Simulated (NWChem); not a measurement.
Molecule: CH₅AlO; SMILES C[O][AlH2]

```xyz
8

Al    -0.0605    -1.2137     0.0000
H      1.1191    -2.2649     0.0000
H     -1.6056    -1.5840     0.0000
O      0.4040     0.4189     0.0000
C     -0.1660     1.6838     0.0000
H     -1.2728     1.6609     0.0000
H      0.1550     2.2561     0.8887
H      0.1550     2.2561    -0.8887
```
Atoms are numbered in this order, from 1.

All runs: NWChem. All runs use the structure optimised with PBE0/def2-SVP. Ions are spin-unrestricted doublets at the neutral geometry; other ion states weren't tried. Functional: LC-ωPBE (HJS hole) with def2-SVP; rows give the range parameter ω in 1/bohr.

```csv
range parameter (1/bohr),"vertical ionisation energy, ΔSCF (eV)",−ε(HOMO) (eV),ΔSCF minus −ε(HOMO) (eV)
0.05,9.68,7.15,2.53
0.10,9.73,7.87,1.86
0.20,10.00,9.07,0.93
0.30,10.32,9.97,0.35
0.40,10.59,10.63,-0.04
```
